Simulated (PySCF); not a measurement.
# Magnetic susceptibility: `C=C[C+](COC)OC`, [C₆H₁₁O₂]+, charge +1

Geometry:
| atom | x (Å) | y (Å) | z (Å) |
| --- | --- | --- | --- |
| C1 | -2.292 | 1.968 | 0.046 |
| C2 | -1.032 | 1.508 | -0.015 |
| C3 | -0.697 | 0.113 | 0.030 |
| C4 | 0.732 | -0.288 | -0.012 |
| O5 | 1.578 | 0.808 | -0.073 |
| C6 | 2.954 | 0.472 | -0.166 |
| O7 | -1.642 | -0.748 | 0.102 |
| C8 | -1.416 | -2.148 | 0.144 |
| H9 | -3.140 | 1.307 | 0.143 |
| H10 | -2.497 | 3.025 | 0.002 |
| H11 | -0.184 | 2.173 | -0.101 |
| H12 | 0.880 | -0.960 | -0.885 |
| H13 | 0.947 | -0.915 | 0.880 |
| H14 | 3.487 | 1.418 | -0.209 |
| H15 | 3.158 | -0.104 | -1.073 |
| H16 | 3.284 | -0.092 | 0.711 |
| H17 | -0.843 | -2.429 | 1.031 |
| H18 | -0.886 | -2.490 | -0.748 |
| H19 | -2.402 | -2.610 | 0.185 |

Total charge +1.

The calculation used PySCF 2.14.0, GIAO B97-2/pcSseg-1 magnetisability, rotational g tensor and spin-rotation constants, non-relativistic, gas phase. Geometry: GFN2-xTB.

For an ion the centre-of-mass motion in the field is neglected.

Q: How diamagnetic is it, and how anisotropic?

A: Isotropic -1064 × 10⁻³⁰ J/T², or -64.1 × 10⁻⁶ cm³/mol; principal values -1259, -1012, -922 × 10⁻³⁰ J/T², anisotropy 303 × 10⁻³⁰ J/T² (root of half the summed squared differences of the principal values). The susceptibility is in cgs units.

Q: Split it along the inertial axes a, b, c into diamagnetic and paramagnetic parts about the centre of mass, with the quadrupole moment.

A: 
```tsv
axis	χ (10⁻⁶ cm³/mol)	diamagnetic (10⁻⁶ cm³/mol)	paramagnetic (10⁻⁶ cm³/mol)	summed x² of all electrons (Å²)	quadrupole Θ (D Å)
a	-57.3	-561.8	504.5	213.8	+10.77
b	-59.2	-968.6	909.4	117.9	+9.19
c	-75.8	-1407.4	1331.6	14.5	-19.96
```
Anisotropies 2χaa − χbb − χcc = +20.5 and 2χbb − χaa − χcc = +14.7 × 10⁻⁶ cm³/mol. Θ is traceless in Buckingham's convention.

Q: And the rotational g tensor?

A: 
| axis | rotational constant (GHz) | g | nuclear part | electronic part |
| --- | --- | --- | --- | --- |
| a | 2.6577 | -0.0102 | 0.6198 | -0.6300 |
| b | 1.3919 | -0.0035 | 0.5912 | -0.5947 |
| c | 0.9296 | +0.0124 | 0.5940 | -0.5816 |

Asymmetric top; isotopes 12C, 1H, 16O; no vibrational averaging.
